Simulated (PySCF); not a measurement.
CHO, SMILES C#[O+], charge +1. Geometry optimised at r2SCAN-D4/def2-TZVPD.

Computed equilibrium geometry at r2SCAN-D4/def2-TZVPD (PySCF confirms it by a frequency run) as a Z-matrix, and its point group:
point group C∞v.
```
C
O 1 1.1040
H 1 1.0970 2 180.00
```
Charge +1, spin multiplicity 1.
